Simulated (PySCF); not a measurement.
# Broadened absorption spectrum of C5H8F2Si

Compound: C₅H₈F₂Si.
SMILES: `C#C[C@@H](C)C[SiH](F)F`

Computed, not measured: PySCF, TDDFT CAM-B3LYP/def2-SVPD, vertical, gas phase, core orbitals frozen in the response. Isolated species at its GFN2-xTB geometry (one conformer only). Torsions of this conformer, `[CH:1]#[C:2][C@@H:3]([CH3:4])[CH2:5][SiH:6]([F:7])[F:8]`: C2–C3–C5–Si6 174°, C3–C5–Si6–F7 -44°.

Broadening: Gaussians 0.4 eV wide at half height, area fixed by f = 4.319×10⁻⁹ ∫ε dν̃. The width is an assumption, not a result. The curve ends short of the highest state used, and states not computed would add to its high-energy end.

```
E (eV)  ε (L mol⁻¹ cm⁻¹)
  6.08                 0
  6.12                 0
  6.15                 0
  6.19                 0
  6.22                 0
  6.26                 0
  6.29                 1
  6.33                 1
  6.36                 2
  6.40                 4
  6.43                 6
  6.47                11
  6.50                17
  6.54                28
  6.57                41
  6.61                65
  6.64                88
  6.68               126
  6.71               159
  6.75               209
  6.78               247
  6.82               294
  6.85               324
  6.89               352
  6.92               362
  6.96               360
  6.99               351
  7.03               333
  7.06               324
  7.10               331
  7.13               364
  7.17               467
  7.20               605
  7.24               895
  7.27              1205
  7.31              1752
  7.34              2261
  7.38              3043
  7.41              3677
  7.45              4516
  7.48              5086
  7.52              5683
  7.55              5961
  7.59              6062
  7.62              5928
  7.66              5502
  7.69              5038
  7.73              4314
  7.76              3753
  7.80              3065
  7.83              2639
  7.87              2227
  7.90              2042
  7.94              1942
  7.97              1956
  8.01              2048
```

Q: Locate the maxima and give the states behind the curve.

A: 179 nm (6.94 eV), ε about 360, made up of S2 (75%) and S3 (24%); 164 nm (7.58 eV), ε about 6100, made up of S4 (44%) and S5 (56%) (ε in L mol⁻¹ cm⁻¹; maxima over ε = 5, shares over 10%). At its high-energy end, 8.01 eV, the curve is still rising (ε about 2000, from S6). The states used: S1 6.68 eV (f 0.0001); S2 6.93 eV (f 0.0040); S3 6.93 eV (f 0.0013); S4 7.56 eV (f 0.040); S5 7.60 eV (f 0.050); S6 8.10 eV (f 0.030); S7 8.49 eV (f 0.054); S8 8.61 eV (f 0.0074).

Q: What would ε be at 7.58 eV, the highest of these maxima, with half the width (0.2 eV)?

A: About 11900 L mol⁻¹ cm⁻¹ against 6070, a factor of about 1.96; a lone state at its own centre would give exactly 2.

Q: Coming from long wavelengths, where does ε first pass 100 L mol⁻¹ cm⁻¹?

A: At about 186 nm (6.65 eV), 0.03 eV below S1.

Q: On this curve, what absorbance would a 10⁻⁵ mol/L sample give at 193 nm over a 1 cm path?

A: 193 nm is 6.424 eV, where ε is about 5.4 L mol⁻¹ cm⁻¹, so A = ε c l ≈ 5.4e-05 (Beer–Lambert, with the gas-phase spectrum and the assumed width).
